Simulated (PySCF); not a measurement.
# NMR data sheet: C5H9F3NP

- Formula: C5H9F3NP
- SMILES: C/C=C/[P@](C)(=N)C(F)(F)F
- Point group of the computed structure: C1
- Carbon signals: 5
- Proton signals: 5

Atoms are numbered as in `[CH3:1]/[CH:2]=[CH:3]/[P@:4]([CH3:5])(=[NH:6])[C:7]([F:8])([F:9])[F:10]`. Each H is labelled by its parent atom.

[PySCF: PBE0-D3(BJ)/def2-SVP structure; σ from GIAO-KT2/pcSseg-1; rapidly exchanging positions averaged; one conformer; non-relativistic; no solvent]

Referencing at the same level of theory: TMS for ¹H (σ = 31.18 ppm), ¹³C (σ = 183.22 ppm); ¹⁹F (σ = 138.57 ppm) against CFCl3; ³¹P (σ = 325.43 ppm) vs H3PO4; ¹⁵N (σ = 264.30 ppm) against NH3.

| carbon | δC, type | δH (multiplicity) | HMBC from (2–3 bonds) | span of the C tensor (ppm) |
| --- | --- | --- | --- | --- |
| C1 | 23.7, CH3 | 2.11 (d) | H(C2), H(C3) | 40 |
| C2 | 151.2, CH | 7.34 (m) | H(C3), H(C1) | 255 |
| C3 | 112.7, CH | 5.43 (m) | H(C2), H(C1), H(C5) | 157 |
| C5 | 17.4, CH3 | 1.37 (m) | H(C3) | 40 |
| C7 | 129.5, C | – | H(C3), H(C5) | 5 |

Other nuclei:
| atoms | nucleus | environment | δ (ppm) | σ (ppm) |
| --- | --- | --- | --- | --- |
| H(N6) | ¹H | hydrogen on a nitrogen bonded to P | 0.36 | 30.82 |
| F8/F9/F10 | ¹⁹F | fluorine of a CF3 group | -111.5 | 250.1 |
| P4 | ³¹P | phosphorus bonded to 3 C, N | -25.0 | 350.4 |
| N6 | ¹⁵N | nitrogen bonded to P, H | 33.0 | 231.3 |

δC 151.2, 112.7: alkene CH; as expected for a trigonal carbon in a double bond. δC 129.5: CF3 carbon; 3 electronegative neighbours deshield it. δC 23.7: allylic methyl carbon; saturated and bonded to C and H only. δH 7.34, 5.43: hydrogen on an alkene CH; attached to an sp2 carbon and in the plane of the double bond. δH 0.36: hydrogen on a nitrogen bonded to P; exchangeable; this is the value without hydrogen bonding to other molecules.

The OH or NH signal is concentration- and solvent-dependent in practice; the value given is the gas-phase one. Splittings by ¹⁹F and ³¹P in the carbon and heteronuclear signals aren't shown, as no couplings were computed. Shifts are as computed. Against solution values, carbons near 30 ppm lie about +2 ppm off and those near 130 ppm about -5 ppm. Of 1313 compounds with measured shifts, 239 miss one by over three times the rms of a fit or turn the order of signals round; such compounds aren't used in these exercises. Unscaled 19F shifts against computed CFCl3 carry errors that often reach 10 to 50 ppm. Experimental scales use liquid or dissolved standards, which lie at an offset from isolated NH3 (liquid NH3: subtract about 20 ppm) and H3PO4. Multiplicities follow the n + 1 count of equivalent neighbours, as no J values were calculated; m marks all less simple cases, F and P coupling included.
